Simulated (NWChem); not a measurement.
System: AlNH$_{3}$OCl; SMILES [NH2][Al]([OH])[Cl]

```xyz
7

Al     0.0225    -0.4150     0.0000
Cl    -0.0042     1.6885     0.0000
O      1.4839    -1.2724     0.0000
H      2.3597    -0.8854     0.0000
N     -1.4954    -1.2957     0.0000
H     -1.5697    -2.3061     0.0000
H     -2.4137    -0.8692     0.0000
```
Atoms are numbered in this order, from 1.

The geometry was optimised at PBE0/def2-SVP.

Symmetry labels are those of Cs in the frame above (b1 and b2, or b-type labels, depend on it).

### Question
List the 4 lowest vertical singlet excitations from PBE0/def2-SVPD, TDA (NWChem).

### Answer
```csv
state,energy (eV),oscillator strength,symmetry,leading excitation (squared amplitude)
S1,5.73,0.032,a",HOMO → LUMO (0.98)
S2,7.15,0.000,a",HOMO−2 → LUMO (0.94)
S3,7.15,0.041,a',HOMO−1 → LUMO (0.93)
S4,7.42,0.033,a",HOMO → LUMO+2 (0.67)
```
